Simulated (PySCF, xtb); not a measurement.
C5H3Br, SMILES C#CC=C=CBr.

Harmonic wavenumbers (cm⁻¹) from GFN2-xTB run with xtb at its own minimum, in rising order: 66, 132, 171, 286, 359, 394, 529, 607, 620, 665, 702, 817, 972, 1111, 1156, 1359, 2030, 2252, 3012, 3074, 3396.

Q: What does TPSSh-D3(BJ)/def2-SVP in PySCF give at its own minimum? (An estimate is asked for; the answer gives what the named calculation found.)

A: 71, 145, 191, 332, 400, 457, 599, 662, 667, 688, 742, 866, 961, 1122, 1206, 1395, 2035, 2199, 3114, 3202, 3471. Paired by order, the mean absolute difference is 45 cm⁻¹ and the zero-point energies are 33.9 and 35.1 kcal/mol.
